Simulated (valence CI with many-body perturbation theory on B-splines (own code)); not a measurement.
Values are calculated unless marked as measured or tabulated.
**Bi LXX: what the settings do**

Method: relativistic CI+MBPT: four valence electrons over a frozen Dirac-Fock core [Ne], a basis of 6 s, 6 p, 5 d, 3 f, 1 g functions for each j, with the one-electron correlation potential Σ1 (screened to all orders), the two-electron term Σ2, the three-electron term Σ3, Breit, model QED; selected single and double excitations, second order for the rest, scaled by the run's own slope (own B-spline code, finite nucleus).

No measured spectrum was set against this ion. As an estimate, large intervals hold to a few tenths of a per cent, small ones and those within an open d or f shell to about a per cent.

The reference run has the lowest level (3s^2 3p1/2^2) J=0 and an ionisation energy of 8784.55 eV. Its largest variational space holds 10000 state functions.

Levels are named by their leading jj configuration (3d3/2^4 stands for four electrons in 3d with j = 3/2), which in mixed levels can hold well under half, so a name can repeat and another be missing.

| Level | Reference (cm⁻¹) | Shift (cm⁻¹) |
| --- | --- | --- |
| (3s^2 3p1/2 3p3/2) J=1 | 4941450 | -266 |
| (3s^2 3p1/2 3p3/2) J=2 | 5026120 | -266 |
| (3s 3p1/2^2 3p3/2) J=2 | 6591600 | -43 |
| (3s 3p1/2^2 3p3/2) J=1 | 6834380 | -64 |
| (3s^2 3p1/2 3d3/2) J=2 | 6994790 | -148 |
| (3s^2 3p1/2 3d3/2) J=1 | 7428030 | -128 |
| (3s^2 3p1/2 3d5/2) J=2 | 8297620 | -259 |
| (3s^2 3p1/2 3d5/2) J=3 | 8313680 | -262 |
| (3s 3p1/2^2 3d3/2) J=1 | 8686410 | +76 |
| (3s 3p1/2^2 3d3/2) J=2 | 8757150 | +76 |
| (3s 3p1/2^2 3d5/2) J=3 | 9944660 | -36 |
| (3s^2 3p3/2^2) J=2 | 10035500 | -515 |

The ionisation energy moves by -0.17 eV.

(1) Which of these changes was made?
A. shift of the energy in Σ1 (hartree) 0 → -88.817; box radius (bohr) 1.2041 → 1.67
B. highest l in the core sums 6 → 7; selection threshold (hartree) 2e-08 → 1e-06
C. size limit of the variational space 10000 → 100; second order for the rest on → off
D. correlating orbitals by l 3 3 3 2 1 → 2 6 5 0 2

Answers

(1) A. shift of the energy in Σ1 (hartree) 0 → -88.817; box radius (bohr) 1.2041 → 1.67.
